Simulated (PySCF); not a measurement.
## Magnetic susceptibility: methyl lactate, C4H8O3

Molfile (atoms numbered from 1):
```
C4H8O3
     RDKit          3D

 15 14  0  0  0  0  0  0  0  0999 V2000
    2.4044   -0.5090   -0.4010 C   0  0  0  0  0  0  0  0  0  0  0  0
    1.1006   -0.6217    0.1614 O   0  0  0  0  0  0  0  0  0  0  0  0
    0.3581    0.4792    0.1604 C   0  0  0  0  0  0  0  0  0  0  0  0
    0.7086    1.5484   -0.2727 O   0  0  0  0  0  0  0  0  0  0  0  0
   -1.0360    0.2452    0.7261 C   0  0  2  0  0  0  0  0  0  0  0  0
   -1.8282   -0.5988   -0.2847 C   0  0  0  0  0  0  0  0  0  0  0  0
   -1.6520    1.4767    0.9792 O   0  0  0  0  0  0  0  0  0  0  0  0
    2.3575   -0.0034   -1.3673 H   0  0  0  0  0  0  0  0  0  0  0  0
    3.0525    0.0630    0.2658 H   0  0  0  0  0  0  0  0  0  0  0  0
    2.7759   -1.5242   -0.5140 H   0  0  0  0  0  0  0  0  0  0  0  0
   -0.9608   -0.2974    1.6755 H   0  0  0  0  0  0  0  0  0  0  0  0
   -2.8429   -0.7290    0.0805 H   0  0  0  0  0  0  0  0  0  0  0  0
   -1.8662   -0.0915   -1.2464 H   0  0  0  0  0  0  0  0  0  0  0  0
   -1.3585   -1.5704   -0.4059 H   0  0  0  0  0  0  0  0  0  0  0  0
   -1.2174    2.1408    0.4212 H   0  0  0  0  0  0  0  0  0  0  0  0
  1  2  1  0
  2  3  1  0
  3  4  2  0
  3  5  1  0
  5  6  1  0
  5  7  1  0
  1  8  1  0
  1  9  1  0
  1 10  1  0
  5 11  1  1
  6 12  1  0
  6 13  1  0
  6 14  1  0
  7 15  1  0
M  END
```

The calculation used GIAO B3LYP/pcSseg-1 magnetisability, rotational g tensor and spin-rotation constants, non-relativistic, gas phase (PySCF 2.14.0). Geometry: GFN2-xTB.

Q: What are the magnetisability and the molar susceptibility?

A: Isotropic -1030 × 10⁻³⁰ J/T², or -62.0 × 10⁻⁶ cm³/mol; principal values -1163, -1029, -898 × 10⁻³⁰ J/T², anisotropy 230 × 10⁻³⁰ J/T² (root of half the summed squared differences of the principal values). The susceptibility is in cgs units.

Q: Split it along the inertial axes a, b, c into diamagnetic and paramagnetic parts about the centre of mass, with the quadrupole moment.

A: 
| axis | χ (10⁻⁶ cm³/mol) | diamagnetic (10⁻⁶ cm³/mol) | paramagnetic (10⁻⁶ cm³/mol) | summed x² of all electrons (Å²) | quadrupole Θ (D Å) |
| --- | --- | --- | --- | --- | --- |
| a | -62.0 | -336.3 | 274.2 | 153.6 | +3.05 |
| b | -58.6 | -745.1 | 686.5 | 57.2 | -3.10 |
| c | -65.4 | -894.1 | 828.7 | 22.1 | +0.05 |

Anisotropies 2χaa − χbb − χcc = -0.1 and 2χbb − χaa − χcc = +10.3 × 10⁻⁶ cm³/mol. Θ is traceless in Buckingham's convention.

Q: And the rotational g tensor?

A: 
```tsv
axis	rotational constant (GHz)	g	nuclear part	electronic part
a	4.9139	-0.0331	0.6000	-0.6331
b	1.8521	-0.0123	0.5850	-0.5974
c	1.5071	-0.0065	0.5802	-0.5867
```
Asymmetric top; isotopes 12C, 1H, 16O; no vibrational averaging.
